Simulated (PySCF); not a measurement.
## Basis and Hamiltonian dependence of the ionisation energy of S⁺

S⁺ [Ne] 3s2 3p3 (4S) → S²⁺ [Ne] 3s2 3p2 (3P). All values are computed (PySCF 2.14, energy differences of UHF-based or UKS calculations, no spin-orbit coupling). Values in eV.

```csv
basis,Hamiltonian,functions,UHF,r2SCAN,PBE0,MP2 (valence),CCSD(T) (valence),CCSD(T) (valence and next inner shell)
def2-SVP,non-relativistic,18,22.811,23.593,n/a,23.201,23.115,n/a
cc-pV(D+d)Z,non-relativistic,23,22.742,23.547,n/a,23.173,23.092,n/a
jorge-DZP-DKH,spin-free X2C,24,22.721,n/a,n/a,23.166,23.089,n/a
aug-cc-pVDZ-DK,spin-free X2C,27,22.721,23.523,23.379,23.172,23.105,n/a
ANO-RCC-VTZP,spin-free X2C,34,22.723,23.510,23.383,23.335,23.309,23.301
pcseg-2,non-relativistic,34,22.721,n/a,n/a,23.290,23.249,n/a
cc-pV(T+d)Z,non-relativistic,39,22.720,23.522,n/a,23.336,23.306,n/a
aug-cc-pVTZ-DK,spin-free X2C,50,22.713,23.513,23.377,23.330,n/a,n/a
dyall-av2z,non-relativistic,50,22.726,23.509,23.376,23.198,n/a,n/a
aug-cc-pVQZ-DK,spin-free X2C,84,22.714,23.508,23.376,23.374,23.343,n/a
"x2c-QZVPPall with one added diffuse shell each of s, p, d, f type",spin-free X2C,86,22.711,23.495,23.369,23.374,23.344,23.348
aug-cc-pV(Q+d)Z,non-relativistic,89,22.724,23.517,23.387,23.387,23.355,n/a
aug-cc-pCVQZ-DK,spin-free X2C,134,22.710,23.500,23.370,23.377,n/a,n/a
aug-cc-pV(5+d)Z,non-relativistic,136,22.723,23.526,23.383,23.405,n/a,n/a
```

Extrapolation of MP2 (valence) from aug-cc-pVTZ-DK and aug-cc-pVQZ-DK: the correlation parts are 0.617 and 0.661 eV; with the X⁻³ form and unrounded values, (4³ × 0.661 − 3³ × 0.617)/(4³ − 3³) = 0.692 eV, and adding the Hartree-Fock value 22.714 eV of the larger basis gives 23.406 eV.

Extrapolation of MP2 (valence) from aug-cc-pV(Q+d)Z and aug-cc-pV(5+d)Z: the correlation parts are 0.663 and 0.682 eV; with the X⁻³ form and unrounded values, (5³ × 0.682 − 4³ × 0.663)/(5³ − 4³) = 0.703 eV, and adding the Hartree-Fock value 22.723 eV of the larger basis gives 23.426 eV.

Frozen in the all-electron rows: valence: [Ne]; valence and next inner shell: 1s2.

Between the lowest levels the reference is 23.338 eV (measured; NIST Atomic Spectra Database, ionization energies); it includes spin-orbit coupling, which these numbers lack.
